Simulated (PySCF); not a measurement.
PySCF input:

```python
from pyscf import gto, scf, dft

mol = gto.M(
    atom='''
    Si    0.27079520    0.04168601    0.03613215
    Cl   -0.15951413   -1.30783104   -1.45150857
    Cl   -0.52751526   -0.70210585    1.76260641
    Cl   -0.61335633    1.80649297   -0.48824530
    N     1.91254027    0.32814781    0.29278548
    H     2.48520486   -0.33595462    0.78878113
    H     2.44243771    0.91386239   -0.33262286
    ''',
    basis='def2-tzvpd',
    charge=0,
    spin=0,
    verbose=4,
)

mf = dft.RKS(mol, xc='tpssh').density_fit(auxbasis='def2-universal-jkfit')
mf.grids.level = 3
mf.conv_tol = 1e-9
mf.max_cycle = 100
mf.max_memory = 1500
mf.kernel()
if not mf.converged:
    mf = mf.newton()
    mf.kernel(mf.make_rdm1())
mf.analyze()
```

**Question.** What final total energy does it print?

**Answer.** -1726.38386 Eh (TPSSh/def2-TZVPD).
